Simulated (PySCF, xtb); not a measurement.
Mg(Br)(OSiH3) (BrH₃MgOSi), SMILES [SiH3][O][Mg][Br].

GFN2-xTB run with xtb 6.7.1 at its own geometry gives an orbital gap of 1.95 eV and a dipole moment of 3.81 D.

The structure is a stationary point at r2SCAN-D4/def2-SVP. The structure was generated by enumeration; whether it is a known compound was not checked. The values are those of a single conformer.

What does PBE/def2-TZVP in PySCF give? (An estimate is asked for; the answer gives what the named calculation found.)

gap 4.34 eV (levels -6.86 and -2.53 eV), dipole 0.03 D.
